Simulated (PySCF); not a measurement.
**Vibration and rotation of BeHg⁺**

PBE0 constants of BeHg⁺, ²Σ⁺ (doublet), unpaired electrons σ ↑ (Be cc-pVDZ, Hg cc-pVDZ-PP with ECP60; scalar-relativistic core potentials (PySCF 2.14); masses 9.0122 and 201.9706 u):

```
ωe              : 374.5 cm⁻¹
ωexe            : 2.97 cm⁻¹
Be              : 0.34781 cm⁻¹
αe              : 0.00416 cm⁻¹
D (centrifugal) : 1.2e-06 cm⁻¹
De to Be⁺ + Hg  : 1.64 eV
```

Q: Give the vibrational terms G(v) and spacings up to v = 6.

A: G(v) = ωe(v+½) − ωexe(v+½)².

```
v  G(v) (cm⁻¹)  G(v) − G(v−1)  Bv (cm⁻¹)
0        186.5                    0.3457
1        555.1          368.6     0.3416
2        917.7          362.6     0.3374
3       1274.4          356.7     0.3332
4       1625.1          350.7     0.3291
5       1969.9          344.8     0.3249
6       2308.8          338.9     0.3208
```

Q: How well does the Morse estimate ωe²/(4ωexe) reproduce De, and what is D0?

A: It gives 1.46 eV, 89 % of the computed De. D0 = De − G(0) = 1.64 − 0.02 = 1.62 eV.

Spin–orbit coupling is left out. For an ion De counts to the pair picked by the measured ionisation energies or electron affinities, which need not be the lowest pair at this level. The state is the lowest determinant that a PBE0 search found; another state may lie lower at other levels.
